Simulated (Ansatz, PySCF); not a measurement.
C2H7F2NSi (SMILES CN[Si](C)(F)F), singlet, geometry from GFN2-xTB, atoms displaced at random by about 0.03 Å a coordinate. Base run: PySCF with R2SCAN/STO-3G, gradient.

The PySCF input:
```python
from pyscf import gto, scf, dft

mol = gto.M(
    atom='''
C    -2.116448   -1.125606   -0.565163
N    -1.129349   -0.049574   -0.745590
Si    0.302346    0.204815    0.127708
C     1.751313   -1.068494    0.006375
F     0.781050    1.635856   -0.359736
F    -0.038329    0.426893    1.666151
H    -1.825957   -2.005117   -1.221596
H    -1.941471   -1.482254    0.416257
H    -3.002994   -0.851801   -0.778586
H    -1.246613    0.438192   -1.706783
H     1.371851   -2.041387    0.283537
H     2.183439   -1.075358   -0.988127
H     2.525169   -0.747759    0.666839
''',
    basis='sto-3g',
    charge=0,
    spin=0,
    verbose=4,
)

mf = dft.RKS(mol)
mf.xc = 'r2scan'
mf.kernel()
g = mf.nuc_grad_method()
grad = g.kernel()
```

Programs used: Ansatz (an electronic-structure program), PySCF; a row that names a program was run with it.

The coordinate followed is x of atom 8.

Each row names what was changed in the base input (with any setting that the change needs).

| change | dE/dx (Eh/bohr) | net force (Eh/bohr) |
|---|---|---|
| base | 0.013671 | 0.005807 |
| finite difference step (bohr) = 0.2; conv_tol = 1e-11 | 0.014184 | - |
| code = ansatz | 0.013669 | 0.000000 |
| conv_tol = 1e-4 | 0.013673 | 0.005808 |
| finite difference step (bohr) = 1e-5; conv_tol = 1e-11 | 0.013681 | - |
| conv_tol = 1e-6 | 0.013668 | 0.005807 |
| finite difference step (bohr) = 1e-3; conv_tol = 1e-11 | 0.013681 | - |
| grids.level = 1; grid_response = on | 0.013632 | 0.000000 |
| grids.level = 1; grid_response = off | 0.013692 | 0.002889 |
| grids.level = 5; grid_response = on | 0.013669 | 0.000000 |
| finite difference step (bohr) = 0.05; conv_tol = 1e-11 | 0.013713 | - |
| grids.level = 5; grid_response = off | 0.013669 | 0.001194 |

The net force is zero for an exact gradient.
